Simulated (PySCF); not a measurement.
C2H4N, SMILES CC#[NH+], charge +1.

Geometry optimised at B3LYP-D3(BJ)/def2-TZVP. The isomer is the one that the SMILES or the coordinates give; other isomers of the formula were not compared.

Level of theory: CAM-B3LYP/def2-TZVPD run with PySCF.

The molecule is in vacuum.

Computed frontier levels, gap, dipole moment and polarisability:
```yaml
highest_occupied_level: -18.75 eV
lowest_empty_level: -5.54 eV
orbital_gap: 13.20 eV
dipole_moment_about_the_centre_of_nuclear_charge: 1.02 D
mean_static_polarisability: 25.9 bohr³ (3.83 Å³)
polarisability_principal_values: 19.8, 19.8, 37.9 bohr³
```
